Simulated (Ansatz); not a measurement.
The same path of AlCl2H2N + H2 (8 atoms, charge 0, multiplicity 1) was run twice with different band settings. Lost on the way: Al1–Cl2, H7–H8. Made: Al1–H7, Cl2–H8.

Computed with Ansatz 0.2.0, RKS PBE0-D4/6-31G*.

Relaxed end points:

```xyz
8
Properties=species:S:1:pos:R:3
Al 0.047 -0.286 -0.007
Cl 0.049 -0.973 1.970
N 1.561 -0.118 -0.882
H 2.470 -0.312 -0.488
H 1.632 0.184 -1.843
Cl -1.768 0.102 -0.971
H -0.241 2.506 0.887
H -0.206 2.137 1.534
```

```xyz
8
Properties=species:S:1:pos:R:3
Al 0.204 0.959 -0.380
Cl 0.152 0.425 2.386
N 1.571 0.037 -1.025
H 1.535 -0.934 -1.299
H 2.508 0.404 -1.123
Cl -1.691 -0.027 -0.486
H 0.266 2.513 -0.126
H -1.000 -0.137 2.252
```

Common settings: movable images 5; climbing image yes; optimiser quadratic models (default); start path through a guess of the saddle point; force threshold 0.05 eV/Å; iteration limit 60; end points relaxed.

| run | spring |
| --- | --- |
| 1 | 5.0 eV/Å² |
| 2 | 20.0 eV/Å² |

Problem. What does each run give, and how far can it be trusted?

Solution. Run 1: converged after 21 iterations, highest image 1.669 eV above the first end. The profile has 2 maxima (images 2, 4) with wells between them (image 3): this band takes more than one step, which may be the mechanism or a detour left from its start path. Neighbouring images differ by up to 1.6 eV, so the band resolves the path poorly. A vibrational analysis at the climbing image gives one clearly imaginary mode, 736i cm⁻¹: a first-order saddle point.
Run 2: converged after 29 iterations, highest image 1.670 eV above the first end. Beside the main top the profile has a ripple of under 15 meV (maxima at images 1, 4), which may be a very shallow well or noise. Neighbouring images differ by up to 1.7 eV, so the band resolves the path poorly. Another band between the same ends (5 images) ends at a top of the same energy, where a vibrational analysis finds 1 clearly imaginary mode.
The orbitals stay closed-shell, which can raise the energy where a bond breaks towards radicals; this wasn't checked here.
